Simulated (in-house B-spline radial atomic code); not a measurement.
A fraction x of an electron is removed from 4p in neutral gallium, starting from [Ar] 3d10 4s2 4p1 and keeping the highest spin. Method: scalar-relativistic (X2C) OLYP, spin-polarised, spherical fractional occupations, Fermi nucleus of rms radius 3.9973 fm. Calculated with an all-electron radial atomic-structure program (B-spline basis).

| x | E(x) - E(0) (eV) | 4p up level (eV) |
| --- | --- | --- |
| 0 | 0.0000 | -2.624 |
| 0.06 | 0.1674 | -2.958 |
| 0.14 | 0.4222 | -3.413 |
| 0.31 | 1.0867 | -4.411 |
| 0.38 | 1.4101 | -4.832 |
| 0.5 | 2.0341 | -5.570 |
| 0.6 | 2.6223 | -6.197 |
| 0.69 | 3.2059 | -6.772 |
| 0.87 | 4.5307 | -7.955 |
| 0.94 | 5.1040 | -8.427 |
| 1 | 5.6219 | - |

The exact functional would give a straight line between the two integer points. Deviations E(x) - E(0) - x[E(1) - E(0)], in eV: -0.17 at x = 0.06, -0.365 at x = 0.14, -0.656 at x = 0.31, -0.726 at x = 0.38, -0.777 at x = 0.5, -0.751 at x = 0.6, -0.673 at x = 0.69, -0.36 at x = 0.87, -0.181 at x = 0.94.

The curve lies below the straight line by up to 0.777 eV (at x = 0.5): convex, the delocalisation error that favours fractional charges.

How well does Slater's transition state (minus the level at half occupation) give the ionisation energy?

It gives 5.570 eV against 5.622 eV from the two total energies; NIST lists 6.00 eV, ground level to ground level.
